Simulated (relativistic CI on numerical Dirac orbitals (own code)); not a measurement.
**Sensitivity of the levels of Pb²⁸⁺ to α and to the nuclear radius**

Calculated at this level of theory: Dirac-Coulomb-Breit CI, orbitals from a KLI potential per configuration, derivatives by finite differences, unscaled Slater integrals, QED left out (own radial code, finite nucleus).

CI space (outside the closed core [Ar] 3d10 4p6 4d10): 4s2.4f8, 4s.4f9, 4f10. Levels of other configurations are missing.

With x = (α/α₀)² − 1 an excitation energy changes as ω = ω₀ + qx; K = 2q/ω₀ is the relative enhancement. Terms are leading LS components, so labels can repeat. The field-shift factor is F = δν/δ⟨r²⟩ for the transition from the lowest level.

Lowest level 4s2.4f8 7F_6.

```csv
Level,ω₀ (cm⁻¹),q (cm⁻¹),K,F (GHz/fm²)
4s2.4f8 7F_4,16871.5,-4602,-0.546,-0.0279
4s2.4f8 7F_5,22987.3,30960,2.69,1.91
4s2.4f8 7F_3,34055.0,32360,1.9,2.12
4s2.4f8 7F_2,34481.7,15820,0.918,1.26
4s2.4f8 7F_1,43526.1,40880,1.88,2.68
4s2.4f8 7F_0,44042.5,35520,1.61,2.41
4s2.4f8 3H_6,56784.1,-8323,-0.293,0.341
4s2.4f8 7F_4,64504.5,37400,1.16,2.81
4s2.4f8 5L_10,71814.4,12000,0.334,1.69
4s2.4f8 5D_4,75848.7,15190,0.4,1.81
4s2.4f8 5H_7,77799.0,8518,0.219,1.53
4s2.4f8 5H_5,82422.7,21230,0.515,2.23
4s2.4f8 5L_8,85131.4,15360,0.361,2.01
4s2.4f8 3P_2,85360.7,29010,0.68,2.64
4s2.4f8 5L_9,86366.6,23800,0.551,2.49
4s2.4f8 5G_3,88008.9,23010,0.523,2.39
4s2.4f8 5L_6,91026.7,31230,0.686,2.88
4s2.4f8 5G_2,95727.7,28220,0.59,2.76
4s2.4f8 5F_5,99684.8,12800,0.257,2.03
4s2.4f8 3H_6,100902.4,26200,0.519,2.76
4s2.4f8 5L_7,103089.8,34220,0.664,3.22
4s2.4f8 3P_0,104686.5,31510,0.602,3.02
4s2.4f8 3H_5,107721.3,29590,0.549,3.01
```

At this charge energies of transitions that change n are usually good to better than 1 %, and those within a shell (Δn = 0) to a few per cent. Terms inside the open d or f shell come out 10 to 20 % too wide with unscaled integrals.
